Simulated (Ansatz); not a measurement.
```yaml
crystal:
  periodic: [false, false, false]
  atoms:
    - {symbol: Sb, position_ang: [-0.848256, -0.681858, -1.638745]}
    - {symbol: Sb, position_ang: [-1.178660, 1.376292, 0.438013]}
    - {symbol: Sb, position_ang: [-0.315584, -1.370628, 1.343517]}
    - {symbol: H, position_ang: [1.022005, -0.268860, -1.824695]}
    - {symbol: H, position_ang: [0.376057, 1.783683, 0.294608]}
    - {symbol: H, position_ang: [1.074359, -0.919936, 1.038105]}
basis:
  gaussian: {orbitals: def2-SVP}
hamiltonian: {xc: {name: CAM-B3LYP}, dispersion: d3bj}
relax: {f_tol: 0.0001, max_steps: 2}
output: {forces: true}
```

```sh
$ ansatz run in.yaml --threads 4 --pin off --events-out ev --progress --plain --max-ram 3916MiB
```

It prints (some lines left out):

```
Functional definition: CAM-B3LYP
1280 factors; integrals over basis functions are off by at most 4.9e-4 eV
363 factors; integrals over basis functions are off by at most 1.2e-6 eV
mean field evaluation 1: about -19659.9170 eV, gradient 6.4e0 eV
mean field evaluation 2: about -19660.0217 eV, gradient 4.3e0 eV
mean field evaluation 4: about -19660.0997 eV, gradient 5.2e-1 eV
mean field evaluation 8: about -19660.1337 eV, gradient 2.9e-2 eV
mean field evaluation 16: about -19660.1337 eV, gradient 3.5e-5 eV
mean field -19660.13365715 eV, -722.4965857832 hartree, gradient 3.5e-5 eV, S^2 0.000000; 0 other end points of the search recorded, 0 dependent functions left out
reference -19660.13377240 eV, -722.4965900185 hartree; 36, 36 occupied and 57, 57 virtual orbitals, 1280 factors
relax step   1: F+E_penalty+E_count = -19660.40061447 eV  Δ(F+E_penalty+E_count) = +0.000e0 eV  max|allowed force component| = 5.131e0 eV/Å  Δτ_max = 0.0000 Å  (29 SCF iters, accepted)
1280 factors; integrals over basis functions are off by at most 4.0e-4 eV
363 factors; integrals over basis functions are off by at most 9.2e-7 eV
mean field -19661.09295818 eV, -722.5318394455 hartree, gradient 2.3e-5 eV, S^2 0.000000; 0 other end points of the search recorded, 0 dependent functions left out
reference -19661.09307286 eV, -722.5318436601 hartree; 36, 36 occupied and 57, 57 virtual orbitals, 1280 factors
relax step   2: F+E_penalty+E_count = -19661.36108588 eV  Δ(F+E_penalty+E_count) = -9.605e-1 eV  max|allowed force component| = 1.017e0 eV/Å  Δτ_max = 0.1939 Å  (34 SCF iters, accepted)
Error: geometry relaxation did not converge after 2 steps: max|allowed force component| = 1.02e0 eV/Å (threshold 1.0e-4). Raise `relax.max_steps` over both its present limit and 2, loosen `relax.f_tol`, or start from a geometry closer to equilibrium. Where this run's directory can be resumed (`checkpoint.write`), a resume goes on for up to `relax.max_steps` more
```

Question: Something in this input is off. What?

Answer: The relaxation is allowed too few steps for its threshold. The SCF steps converged, but the relaxation ran out of steps.
